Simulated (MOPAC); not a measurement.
MOPAC input (PM7):

```
PM7 FORCE THERMO(298,298) PRECISE LET CHARGE=-1 GEO-OK AUX(PRECISION=9) THREADS=1
C2BCl2

C     2.86854760 1   -0.07342857 1    0.27190218 1
C     1.56463827 1   -0.04005096 1    0.14830798 1
B     0.17501844 1   -0.00448240 1    0.01658963 1
Cl   -0.75703365 1    1.50580439 1   -0.12703254 1
Cl   -0.84278286 1   -1.46485039 1   -0.02460998 1
```

From the output:

```
    Cl    5   0.157860   0.713548   2.177513   0.622478   3.009364

          HEAT OF FORMATION =     -18.717507 KCALS/MOLE

          ZERO POINT ENERGY      11.493 KCAL/MOL

           NORMAL COORDINATE ANALYSIS (Total motion = 1 Angstrom)

   Root No.       1         2         3         4         5         6         7         8

                 1 B2      1 B1      1 A1      2 B2      2 B1      2 A1      3 B2      3 A1

                 126.3     206.9     214.2     429.6     489.0     495.0     814.2    1265.9

           1   -0.0000   -0.0000   -0.1930    0.0000    0.0000   -0.2387   -0.0000   -0.2247
           2    0.4548   -0.0012   -0.0000   -0.1575    0.0004   -0.0000    0.0360   -0.0000
           3   -0.0019   -0.2852    0.0000    0.0006    0.0874    0.0000   -0.0001   -0.0000
           4    0.0000    0.0000   -0.1923   -0.0000   -0.0000   -0.2312    0.0000   -0.1941
           5   -0.0586    0.0014   -0.0000    0.5879   -0.0013   -0.0000   -0.1152   -0.0000
           6    0.0002    0.3419    0.0000   -0.0024   -0.3255    0.0000    0.0005    0.0000
           7    0.0000    0.0000   -0.1878   -0.0000    0.0000   -0.1581   -0.0000    0.5424
           8   -0.1561    0.0011   -0.0000    0.0136    0.0021   -0.0000    0.6509    0.0000
           9    0.0006    0.2711    0.0000   -0.0001    0.5117    0.0000   -0.0027   -0.0000
          10   -0.1595   -0.0000    0.0939   -0.0944   -0.0000    0.1037   -0.0493   -0.0117
          11   -0.0433   -0.0002   -0.1917   -0.0750   -0.0002    0.1544   -0.0858   -0.0155
          12    0.0002   -0.0509    0.0008    0.0003   -0.0377   -0.0006    0.0004    0.0001
          13    0.1595   -0.0000    0.0939    0.0944   -0.0000    0.1037    0.0493   -0.0117
          14   -0.0433   -0.0002    0.1917   -0.0750   -0.0002   -0.1544   -0.0858    0.0155
          15    0.0002   -0.0509   -0.0008    0.0003   -0.0377    0.0006    0.0004   -0.0001

   Root No.       9

                 4 A1

                3998.5

           1   -0.4768
           2   -0.0000
           3    0.0000
           4    0.5000
           5    0.0000
           6   -0.0000
           7   -0.0210
           8   -0.0000
           9    0.0000
          10   -0.0007
          11   -0.0008
          12    0.0000
          13   -0.0007
          14    0.0008
          15   -0.0000

           MASS-WEIGHTED COORDINATE ANALYSIS (NORMAL COORDINATES)

   Root No.       1         2         3         4         5         6         7         8

                 1 B2      1 B1      1 A1      2 B2      2 B1      2 A1      3 B2      3 A1

                 126.3     206.9     214.2     429.6     489.0     495.0     814.2    1265.9

           1   -0.0000   -0.0000   -0.3152    0.0000    0.0000   -0.4110   -0.0000   -0.3771
           2    0.7251   -0.0022   -0.0000   -0.2331    0.0006   -0.0000    0.0534   -0.0000
           3   -0.0030   -0.5393    0.0000    0.0010    0.1461    0.0000   -0.0002   -0.0000
           4    0.0000    0.0000   -0.3140   -0.0000   -0.0000   -0.3982    0.0000   -0.3257
           5   -0.0935    0.0026   -0.0000    0.8703   -0.0022   -0.0000   -0.1711   -0.0000
           6    0.0004    0.6464    0.0000   -0.0036   -0.5442    0.0000    0.0007    0.0000
           7    0.0000    0.0000   -0.2910   -0.0000    0.0000   -0.2584   -0.0000    0.8634
           8   -0.2361    0.0020   -0.0000    0.0191    0.0033   -0.0000    0.9168    0.0000
           9    0.0010    0.4863    0.0000   -0.0001    0.8118    0.0000   -0.0038   -0.0000
          10   -0.4368   -0.0000    0.2635   -0.2400   -0.0000    0.3068   -0.1257   -0.0339
          11   -0.1186   -0.0007   -0.5378   -0.1907   -0.0004    0.4569   -0.2189   -0.0446
          12    0.0005   -0.1655    0.0022    0.0008   -0.1083   -0.0019    0.0009    0.0002
          13    0.4368   -0.0000    0.2635    0.2400   -0.0000    0.3068    0.1257   -0.0339
          14   -0.1186   -0.0007    0.5378   -0.1907   -0.0004   -0.4569   -0.2189    0.0446
          15    0.0005   -0.1655   -0.0022    0.0008   -0.1083    0.0019    0.0009   -0.0002

   Root No.       9

                 4 A1

                3998.5

           1   -0.6899
           2   -0.0000
           3    0.0000
           4    0.7233
           5    0.0000
           6   -0.0000
           7   -0.0288
           8   -0.0000
           9    0.0000
          10   -0.0018
          11   -0.0021
          12    0.0000
          13   -0.0018
          14    0.0021
          15   -0.0000

          DESCRIPTION OF VIBRATIONS

 VIBRATION          1    1B2         ATOM PAIR     ENERGY CONTRIBUTION    RADIAL
 FREQUENCY           126.29         C 2 -- B 3         +28.9% (132.7%)      0.0%
 TRANSITION DIPOLE   0.3898         B 3 -- Cl4         +26.3% (126.5%)      9.9%
 TRAVEL (Ang.)       0.2904         B 3 -- Cl5         +26.3% (126.5%)      9.9%
 REDUCED MASS        6.3308         C 1 -- C 2         +18.6% (106.6%)      0.0%
 EFFECTIVE MASS     32.7813
 FORCE CONSTANT      0.0595

 VIBRATION          2    1B1         ATOM PAIR     ENERGY CONTRIBUTION    RADIAL
 FREQUENCY           206.92         C 1 -- C 2         +38.3% (124.0%)      0.0%
 TRANSITION DIPOLE   0.0947         B 3 -- Cl5         +25.4% (101.0%)      0.0%
 TRAVEL (Ang.)       0.2939         B 3 -- Cl4         +25.4% (101.0%)      0.0%
 REDUCED MASS        3.7714         C 2 -- B 3         +10.9% ( 66.3%)      0.0%
 EFFECTIVE MASS     12.6802
 FORCE CONSTANT      0.0951

 VIBRATION          3    1A1         ATOM PAIR     ENERGY CONTRIBUTION    RADIAL
 FREQUENCY           214.17         C 2 -- B 3         +72.3% (420.7%)    100.0%
 TRANSITION DIPOLE   0.0755         B 3 -- Cl4          +9.5% (152.6%)      3.5%
 TRAVEL (Ang.)       0.1827         B 3 -- Cl5          +9.5% (152.6%)      3.5%
 REDUCED MASS        9.4352         C 1 -- C 2          +8.7% (145.8%)    100.0%
 EFFECTIVE MASS     31.6328
 FORCE CONSTANT      0.2550

 VIBRATION          4    2B2         ATOM PAIR     ENERGY CONTRIBUTION    RADIAL
 FREQUENCY           429.58         C 1 -- C 2         +49.0% ( 87.1%)      0.0%
 TRANSITION DIPOLE   0.0094         C 2 -- B 3         +41.2% ( 79.8%)      0.0%
 TRAVEL (Ang.)       0.1442         B 3 -- Cl4          +4.9% ( 27.6%)     92.9%
 REDUCED MASS        7.5510         B 3 -- Cl5          +4.9% ( 27.6%)     92.9%
 EFFECTIVE MASS     15.9578
 FORCE CONSTANT      0.8210

 VIBRATION          5    2B1         ATOM PAIR     ENERGY CONTRIBUTION    RADIAL
 FREQUENCY           489.01         C 2 -- B 3         +45.5% ( 95.5%)      0.0%
 TRANSITION DIPOLE   1.8835         B 3 -- Cl5         +23.9% ( 69.3%)      0.0%
 TRAVEL (Ang.)       0.1547         B 3 -- Cl4         +23.9% ( 69.3%)      0.0%
 REDUCED MASS        5.7636         C 1 -- C 2          +6.7% ( 36.6%)      0.0%
 EFFECTIVE MASS     11.6063
 FORCE CONSTANT      0.8121

 VIBRATION          6    2A1         ATOM PAIR     ENERGY CONTRIBUTION    RADIAL
 FREQUENCY           495.02         C 2 -- B 3         +73.2% (229.2%)    100.0%
 TRANSITION DIPOLE   1.6508         C 1 -- C 2          +9.1% ( 80.7%)    100.0%
 TRAVEL (Ang.)       0.1376         B 3 -- Cl5          +8.9% ( 79.7%)     90.8%
 REDUCED MASS        7.1974         B 3 -- Cl4          +8.9% ( 79.7%)     90.8%
 EFFECTIVE MASS     24.8336
 FORCE CONSTANT      1.0391

 VIBRATION          7    3B2         ATOM PAIR     ENERGY CONTRIBUTION    RADIAL
 FREQUENCY           814.17         B 3 -- Cl5         +34.1% ( 91.0%)     79.3%
```

The dipole moment of an ion depends on the origin.
